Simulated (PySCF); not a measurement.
System: NbCl4, net charge 0, doublet state. The spin state was set by rule; other spins were not relaxed. 
Geometry from a B3LYP-D3(BJ)/def2-TZVP (Ansatz) optimisation:
```xyz
5

Nb     0.0000     0.0000     0.0000
Cl     1.7252    -0.5608    -1.3857
Cl     0.5070     0.5405     2.1591
Cl    -0.9206     1.8843    -0.9017
Cl    -1.3116    -1.8640     0.1283
```
Charge 0, spin multiplicity 2.

Dispersion corrections to the total energy (kcal/mol) from the dftd3 and dftd4 libraries through PySCF: D3(BJ) without and D4 with the three-body term, each with the damping fitted for the functional named.

| functional | D3(BJ) | D4 |
|---|---|---|
| PBE | -5.25 | -5.41 |
| PBE0 | -5.21 | ___ |
| HSE06 | -4.95 | -4.58 |
| B2GP-PLYP | ___ | -2.46 |
| LC-wPBE | -6.39 | -6.21 |
| B3LYP | -10.78 | ___ |
| CAM-B3LYP | -5.80 | -5.08 |

Task: Fill in the missing entries.

Result: 
- PBE0, D4: -4.76
- B2GP-PLYP, D3(BJ): -8.67
- B3LYP, D4: -8.88
